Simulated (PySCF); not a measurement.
PySCF 2.14 output of a UHF calculation on a single atom or ion in 6-31G*, with the non-relativistic Hamiltonian (point nucleus):

```
SCF conv_tol = 1e-09
number electrons alpha = 10  beta = 9
cycle= 1 E= -676.519478864448  delta_E= -4.12e-09  |g|= 1.34e-05  |ddm|= 0.000391
cycle= 2 E= -676.519478865061  delta_E= -6.13e-10  |g|= 5.16e-06  |ddm|= 0.000151
converged SCF energy = -676.519478865061  <S^2> = 0.75017132  2S+1 = 2.0001713
```

The run itself started from symmetry-adapted Hartree-Fock orbitals and held the occupation by maximum overlap, so the iterations belong to that start.

Q: Which element, charge and spin multiplicity is this?

A: Ca⁺ (calcium, charge +1), multiplicity 2; the state was [Ar] 4s1, 2S determinant.
